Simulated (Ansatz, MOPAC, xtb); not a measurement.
Torsion H3–Si1–Si2–H6 in Si2H6 (SMILES [SiH3][SiH3]); at each angle all else is relaxed with GFN2-xTB, and the levels are single points there.
Geometry at 60° (charge 0, multiplicity 1):
| atom | x (Å) | y (Å) | z (Å) |
|---|---|---|---|
| Si | -1.1492 | 0.0882 | -0.0101 |
| Si | 1.1516 | -0.0536 | -0.0237 |
| H | -1.7680 | -0.7317 | -1.0559 |
| H | -1.6281 | 1.4570 | -0.2245 |
| H | -1.7320 | -0.3567 | 1.2592 |
| H | 1.7342 | 0.3916 | -1.2931 |
| H | 1.6306 | -1.4223 | 0.1906 |
| H | 1.7704 | 0.7663 | 1.0222 |

On the grid 0° to 120°, 0° is the highest and 60° the lowest point at CCSD(T)/CBS(cc-pV(T+d)Z, cc-pV(Q+d)Z).

Cores are frozen in the correlated methods. CBS: X⁻³ extrapolation of the correlation energy, Hartree–Fock from the larger set. The state reached by AM1, PM7 isn't checked; PM7 holds dispersion and hydrogen-bond terms.

Run with Ansatz (an electronic-structure program) with Gaussian orbitals; MOPAC for AM1, PM7 (differences of heats of formation); xtb for the GFN methods. Values without a source in brackets are computed.

| level | energy at 0° less that at 60° (meV) |
|---|---|
| GFN-FF | 1.1 |
| AM1 | 4.4 |
| PM7 | 38.1 |
| HF/cc-pV(Q+d)Z | 48.3 |
| MP2/cc-pV(T+d)Z | 48.4 |
| MP2/CBS(cc-pV(T+d)Z, cc-pV(Q+d)Z) | 46.1 |
| CCSD/cc-pV(D+d)Z | 44.8 |
| CCSD(T)/cc-pV(D+d)Z | 45.2 |
| CCSD(T)/CBS(cc-pV(T+d)Z, cc-pV(Q+d)Z) | … |

Complete the blanks.


- CCSD(T)/CBS(cc-pV(T+d)Z, cc-pV(Q+d)Z), energy at 0° less that at 60° (meV): 43.8
